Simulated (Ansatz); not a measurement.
```yaml
crystal:
  periodic: [false, false, false]
  atoms:
    - {symbol: O, position_ang: [-0.972656, 0.187385, -1.074828]}
    - {symbol: C, position_ang: [-0.118846, 0.695334, -0.044866]}
    - {symbol: Xx, position_ang: [0.671067, -1.008385, 0.625381]}
    - {symbol: H, position_ang: [-1.435292, 0.916642, -1.494959]}
    - {symbol: H, position_ang: [-0.691682, 1.227783, 0.723222]}
    - {symbol: H, position_ang: [0.633410, 1.381409, -0.451107]}
    - {symbol: H, position_ang: [-0.058999, -1.816774, 1.758306]}
    - {symbol: H, position_ang: [1.972999, -1.583394, -0.041149]}
basis:
  gaussian: {orbitals: def2-SVP, nuclear_model: gaussian}
total_charge: 1
magnetization: {spin_polarized: true, initial_magnetization: 1}
hamiltonian: {xc: {name: PBE}, dispersion: d4}
output: {forces: true}
```

```sh
$ ansatz run in.yaml --threads 2 --pin off --events-out ev --progress --plain --max-ram 4352MiB
```

Problem. How does Ansatz answer? (Best estimate.)

Solution. The calculation gave: The program refused the input.
```
Error: YAML parse error: error: line 6 column 16: `Xx` is not an element symbol (H … Og, case-exact)
 --> <input>:6:16
4 |     - {symbol: O, position_ang: [-0.972656, 0.187385, -1.074828]}
5 |     - {symbol: C, position_ang: [-0.118846, 0.695334, -0.044866]}
6 |     - {symbol: Xx, position_ang: [0.671067, -1.008385, 0.625381]}
7 |     - {symbol: H, position_ang: [-1.435292, 0.916642, -1.494959]}
8 |     - {symbol: H, position_ang: [-0.691682, 1.227783, 0.723222]}
```
